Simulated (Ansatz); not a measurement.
`C[O][Ga]([OH])[Br]` → `[OH][Ga][Br]`• + `C[O]`•  (homolysis of the Ga–O bond)

Program: Ansatz. Geometries: PBE0-D4/def2-TZVP. ΔE: electronic, gas phase. CCSD(T)/CBS adds triple-zeta CCSD(T) − MP2 to the extrapolated MP2 energy (def2 sets, frozen cores). Functionals use def2-TZVPP. Open shells (•) are unrestricted, without spin–orbit coupling. For Br, Ga outer-core shells are correlated without core-valence functions, which leaves a few kJ/mol of doubt a bond. Scalar relativity is left out up to krypton. One conformer a species, not always the lowest.

`C[O][Ga]([OH])[Br]`:

Z-matrix (Å, degrees):
```
C
O 1 1.409
H 1 1.096 2 113.1
H 1 1.094 2 109.5 3 120.7
H 1 1.094 2 109.5 3 -120.7
Ga 2 1.767 1 124.4 3 0.6
Br 6 2.265 2 121.2 1 -0.0
O 6 1.768 2 119.0 1 180.0
H 8 0.961 6 112.2 2 -0.0
```

`[OH][Ga][Br]`•:

Z-matrix (Å, degrees):
```
O
Ga 1 1.795
H 1 0.961 2 114.2
Br 2 2.313 1 116.0 3 180.0
```

`C[O]`•:

Cartesian coordinates in Å:
```
C 0.006 -0.027 0.046
O -0.119 1.289 -0.250
H -0.051 -0.553 -0.928
H -0.821 -0.420 0.655
H 0.984 -0.288 0.478
```

```json
{"species": "`C[O][Ga]([OH])[Br]`", "LDA (SPW92) energy (Eh)": "-4682.12738"}
{"species": "`[OH][Ga][Br]`•", "LDA (SPW92) energy (Eh)": "-4567.80515"}
{"species": "`C[O]`•", "LDA (SPW92) energy (Eh)": "-114.16425"}
```

Problem. Work out ΔE.

Solution. ΔE = (-4567.80515) + (-114.16425) − (-4682.12738) = 0.15798 Eh = +4.30 eV. CCSD(T)/CBS gives +4.19 eV.

Largest T1 diagnostic among the species: 0.019.

The D4 term adds +0.15 eV with B3LYP and +0.08 eV with PBE0; it sums over pairs of atoms, weighted by their polarisabilities, and B3LYP, whose exchange is more repulsive, gets the larger term. From BLYP to BHLYP (50 % exact exchange), in def2-TZVPP and without D4, ΔE moves by +0.19 eV.

B3LYP here is the variant with VWN-RPA as its local correlation; programs differ in this.
